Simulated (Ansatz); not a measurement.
Several solutions for singlet BeS

```tsv
atom	x (Å)	y (Å)	z (Å)
Be	0.0000	0.0000	0.0000
S	0.0000	0.0000	3.4800
```

Basis set: def2-SVP (spherical functions). Charge 0, multiplicity 1.

PBE0 (unrestricted) was run from several starts with Ansatz (development build ahead of 0.2.0).

| run | program | start | converged | energy (hartree) | <S²> |
| --- | --- | --- | --- | --- | --- |
| A | Ansatz | search for the lowest state | yes | -412.45296 | 1.07 |
| B | Ansatz | stability test followed | yes | -412.45296 | 1.07 |
| C | Ansatz | atomic start, no search | yes | -412.40973 | 0.00 |

Question: Which runs reached the lowest solution of this kind, and what is wrong with the others?

Answer: A, B reached the lowest solution found. Converged but too high: C by 1.18 eV. Convergence only shows a stationary point, and even a stable one can lie too high; stability tests and further starts are what find lower ones. Caution: another spin multiplicity may lie lower. Caution: the unrestricted determinant is a mixture of spin states.
